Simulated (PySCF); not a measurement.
Spectra and structures to be paired. The calculation used TDDFT PBE0/def2-SVPD, vertical, gas phase, core orbitals frozen in the response (PySCF 2.14.0, density-fitted response routines). Geometries: GFN2-xTB; one conformer of each isolated species. Triplets are in the Tamm–Dancoff approximation.

A. `CC#CP(C)C1CC1`
B. `O=C(F)c1cc(Cl)co1`
C. `FC(F)C([SiH3])=C=S`

Lowest singlet levels (six at most, fewer where fewer were computed) with oscillator strengths:

1. 455 nm (f 0.000); 251 nm (f 0.001); 210 nm (f 0.000); 200 nm (f 0.011); 191 nm (f 0.703); 188 nm (f 0.003); T1 2.39 eV
2. 236 nm (f 0.023); 215 nm (f 0.103); 205 nm (f 0.007); 192 nm (f 0.015); 191 nm (f 0.040); 185 nm (f 0.030); T1 4.66 eV
3. 253 nm (f 0.212); 236 nm (f 0.000); 212 nm (f 0.189); 195 nm (f 0.000); 188 nm (f 0.000); 176 nm (f 0.277); T1 3.23 eV

Question: Match each spectrum to its molecule.

Answer: 1 = C, 2 = A, 3 = B.
- A: S1 at 5.25 eV, HOMO→LUMO (90%); Löwdin shares by element: HOMO phosphorus 44%, carbon 35% or more (atoms not listed hold the other 22%); LUMO carbon 48% or more, phosphorus 20% (atoms not listed hold the other 32%); HOMO -6.31 and LUMO 0.34 eV.
- B: S1 at 4.90 eV, HOMO→LUMO (93%); Löwdin shares by element: HOMO carbon 60% or more, chlorine 17% (atoms not listed hold the other 23%); LUMO carbon 47% or more, oxygen 16% or more (atoms not listed hold the other 36%); HOMO -7.77 and LUMO -2.32 eV; point group Cs, 3 of its 6 listed states under f = 0.0005.
- C: S1 at 2.73 eV, HOMO→LUMO (100%); Löwdin shares by element: HOMO carbon 45% or more, sulfur 43%; LUMO carbon 46% or more, sulfur 38%, silicon 7%; HOMO -7.15 and LUMO -2.69 eV; point group Cs, 2 of its 6 listed states under f = 0.0005.
